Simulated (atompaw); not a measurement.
**u(r) = r·R(r): atom against pseudo-atom (Lu (Z = 71))**

Columns: radius, all-electron u(r) and pseudo u(r) of the 6p shell (level -11.40 eV) of lutetium in the configuration [Kr] 4d10 5s2 4f14 5p6 5d1 6s0 6p0; PBE, scalar-relativistic, PAW (atompaw) scheme, atompaw 4.2.0.5.

```tsv
r (bohr)	all-electron	pseudo
0.110	-0.0660	-0.0012
0.219	-0.0414	-0.0048
0.329	0.1325	-0.0103
0.438	0.1539	-0.0171
0.548	0.0577	-0.0245
0.658	-0.0697	-0.0314
0.767	-0.1773	-0.0368
0.877	-0.2491	-0.0396
0.987	-0.2825	-0.0387
1.096	-0.2830	-0.0334
1.206	-0.2578	-0.0227
1.315	-0.2142	-0.0062
1.425	-0.1576	0.0165
1.535	-0.0932	0.0452
1.644	-0.0256	0.0794
1.754	0.0435	0.1188
1.863	0.1109	0.1619
1.973	0.1760	0.2082
2.083	0.2373	0.2559
2.192	0.2935	0.3032
2.302	0.3452	0.3495
2.412	0.3916	0.3932
2.521	0.4323	0.4327
2.631	0.4681	0.4681
2.740	0.4984	0.4984
2.850	0.5240	0.5240
```

Question: How many radial nodes do the two functions have?

Answer: The all-electron 6p function has n − l − 1 = 4 (the table is too coarse to show those close to the nucleus); the pseudo-wave has 1, since 1 lower shell of the same l stays in the valence.

Question: Is the pseudo-wave norm-conserving?

Answer: No, it belongs to a PAW set: the norm inside the radius is not constrained, and the difference is carried by the augmentation charge.
